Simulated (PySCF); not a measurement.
Species: C₄H₁₃NSi₄.
Geometry (PBE0-D3(BJ)/def2-SVP, Å), atoms numbered from 1 in this order:
```xyz
22
C4H13NSi4 angstrom
Si     2.194    1.760   -0.625
Si     1.439    0.538    1.233
Si     1.485   -1.775    0.782
Si    -0.774   -2.287    0.405
N     -1.423   -0.797   -0.335
C     -0.822   -0.127   -1.380
C     -1.406    1.115   -1.510
C     -2.402    1.214   -0.499
C     -2.382    0.032    0.206
H      1.425    3.031   -0.780
H      3.641    2.099   -0.434
H      2.074    0.960   -1.882
H      2.306    0.841    2.416
H      0.033    0.915    1.581
H      2.274   -2.051   -0.461
H      2.060   -2.592    1.897
H     -1.541   -2.466    1.671
H     -1.017   -3.453   -0.496
H     -0.040   -0.599   -1.974
H     -1.154    1.863   -2.260
H     -3.061    2.059   -0.310
H     -2.973   -0.286    1.063
```

The calculation used TDDFT B3LYP/def2-SVPD, vertical, gas phase, core orbitals frozen in the response (PySCF).

Kohn–Sham orbitals with the atoms that hold most of them (Löwdin shares over 4%, at most four atoms; ? is withheld):

```csv
orbital,ε (eV),atoms
HOMO-3,-8.36,"Si2 30%, Si1 20%, H13 11%, Si3 11%"
HOMO-2,-7.60,"Si2 28%, Si3 23%, Si1 16%, Si4 9%"
HOMO-1,-6.91,?
HOMO,-6.18,"C9 27%, C6 26%, C8 16%, C7 12%"
LUMO,-0.78,?
LUMO+1,-0.63,"Si3 26%, Si2 16%, Si4 13%, Si1 10%"
LUMO+2,-0.39,"Si3 22%, Si2 17%, Si4 12%, Si1 9%"
```

Question: Give the leading atoms of the HOMO-1.

Answer: N5 (bonded to 2 C and Si) 25%; C7 (bonded to 2 C and H) 23%; C8 (bonded to 2 C and H) 20%; Si4 (bonded to N, Si and 2 H) 6%. By element: carbon 43% or more, nitrogen 25%, silicon 6% or more.

Question: Give the leading atoms of the LUMO.

Answer: Si4 (bonded to N, Si and 2 H) 23%; Si3 (bonded to 2 Si and 2 H) 20%; Si2 (bonded to 2 Si and 2 H) 16%; Si1 (bonded to Si and 3 H) 8%.

Question: The HOMO–LUMO gap is 5.40 eV. Where does the response calculation put the lowest singlet, and from which orbitals?

Answer: S1 is at 4.66 eV (f = 0.011), 0.74 eV below the gap, made of HOMO→LUMO (95%). 

Question: One configuration dominates each of S1, S2, S4 and S6. Which, and how do the shares of the two leading atoms of either orbital change from the occupied to the empty one?

Answer: 
- S1 (4.66 eV, f 0.011), HOMO→LUMO (95%): C9 27% → at most 9%, C6 26% → at most 9%, Si4 at most 13% → 23%, Si3 at most 13% → 20%
- S2 (4.83 eV, f 0.013), HOMO→LUMO+1 (95%): C9 27% → at most 11%, C6 26% → at most 11%, Si3 at most 13% → 26%, Si2 at most 13% → 16%
- S4 (5.35 eV, f 0.0066), HOMO-1→LUMO (77%): N5 25% → at most 9%, C7 23% → at most 9%, Si4 6% → 23%, Si3 at most 6% → 20%
- S6 (5.54 eV, f 0.011), HOMO-1→LUMO+1 (93%): N5 25% → at most 11%, C7 23% → at most 11%, Si3 at most 6% → 26%, Si2 at most 6% → 16%

Löwdin shares depend on the basis, the more so with diffuse functions.

Time: 7.0 min wall; peak memory 1.4 GiB. Hardware: an Arm Neoverse V1 with one thread, no GPU, shared host with 32 logical CPUs at a one-minute load of 8.7.

One conformer stands for the species.
